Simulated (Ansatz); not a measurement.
A nudged elastic band was laid between two geometries of ClGeH3O3 + H2S (11 atoms, charge 0, multiplicity 1).

Method: RKS PBE/def2-SVP (Ansatz).

```
movable images  : 9
climbing image  : from the first iteration
spring          : 5.0 eV/Å²
optimiser       : fire
start path      : through a guess of the saddle point
force threshold : 0.05 eV/Å
iteration limit : 60
end points      : relaxed
```

First end point:

```xyz
11
Properties=species:S:1:pos:R:3
Ge -0.173 -0.410 0.048
Cl -0.429 -0.771 2.193
O 1.575 -0.259 -0.300
H 2.043 -1.093 -0.100
O -0.972 1.077 -0.446
H -0.481 1.839 -0.041
O -0.796 -1.812 -0.841
H -1.636 -2.119 -0.449
S 1.342 2.839 1.101
H 1.975 1.758 0.547
H 1.015 2.114 2.208
```

Last end point:

```xyz
11
Properties=species:S:1:pos:R:3
Ge 0.443 0.412 -0.317
Cl -1.108 -0.032 3.141
O 1.516 0.053 -1.692
H 1.767 -0.891 -1.655
O -0.887 1.456 -0.867
H -1.172 1.179 -1.760
O -0.004 -1.193 0.308
H -0.476 -1.103 1.169
S 1.353 1.722 1.285
H 2.233 0.750 1.663
H -0.201 0.811 2.647
```

Question: Which bonds break or form, and what moves?

Answer: Bonds broken: Ge1–Cl2, S9–H11. Bonds formed: Ge1–S9, Cl2–H11. ClGeH3O3 + H2S becomes ClH + GeH4O3S.

Question: Give the energies along the band, and the barrier.

Answer: The run ended unconverged. The highest image is number 6 of 0 to 10, 1.07 eV above the first end and 0.80 eV above the last; the last end lies 0.27 eV above the first. The band didn't meet its force threshold, so its energies are provisional: the largest band force was still 0.12 eV/Å, and over the last iterations the top stayed at 1.07 eV. The orbitals stay closed-shell, which can raise the energy where a bond breaks towards radicals; this wasn't checked here.

```json
{"image": "0", "path coordinate (Å)": "0.00", "energy (eV)": "0.00", "Ge1–Cl2 (Å)": "2.19", "S9–H11 (Å)": "1.36", "Ge1–S9 (Å)": "3.74"}
{"image": "1", "path coordinate (Å)": "0.77", "energy (eV)": "0.06", "Ge1–Cl2 (Å)": "2.20", "S9–H11 (Å)": "1.36", "Ge1–S9 (Å)": "3.64"}
{"image": "2", "path coordinate (Å)": "1.55", "energy (eV)": "0.26", "Ge1–Cl2 (Å)": "2.20", "S9–H11 (Å)": "1.36", "Ge1–S9 (Å)": "3.71"}
{"image": "3", "path coordinate (Å)": "2.37", "energy (eV)": "0.35", "Ge1–Cl2 (Å)": "2.20", "S9–H11 (Å)": "1.36", "Ge1–S9 (Å)": "3.64"}
{"image": "4", "path coordinate (Å)": "3.20", "energy (eV)": "0.40", "Ge1–Cl2 (Å)": "2.22", "S9–H11 (Å)": "1.36", "Ge1–S9 (Å)": "3.09"}
{"image": "5", "path coordinate (Å)": "4.02", "energy (eV)": "0.62", "Ge1–Cl2 (Å)": "2.34", "S9–H11 (Å)": "1.38", "Ge1–S9 (Å)": "2.66"}
{"image": "6", "path coordinate (Å)": "4.83", "energy (eV)": "1.07", "Ge1–Cl2 (Å)": "2.76", "S9–H11 (Å)": "1.61", "Ge1–S9 (Å)": "2.41"}
{"image": "7", "path coordinate (Å)": "5.47", "energy (eV)": "0.70", "Ge1–Cl2 (Å)": "3.25", "S9–H11 (Å)": "1.93", "Ge1–S9 (Å)": "2.30"}
{"image": "8", "path coordinate (Å)": "6.09", "energy (eV)": "0.40", "Ge1–Cl2 (Å)": "3.64", "S9–H11 (Å)": "2.10", "Ge1–S9 (Å)": "2.26"}
{"image": "9", "path coordinate (Å)": "6.71", "energy (eV)": "0.30", "Ge1–Cl2 (Å)": "3.77", "S9–H11 (Å)": "2.17", "Ge1–S9 (Å)": "2.26"}
{"image": "10", "path coordinate (Å)": "7.32", "energy (eV)": "0.27", "Ge1–Cl2 (Å)": "3.82", "S9–H11 (Å)": "2.26", "Ge1–S9 (Å)": "2.26"}
```

Run time: 11 min on 4 threads of Arm Neoverse V2, on a shared host, peak memory 0.22 GiB.
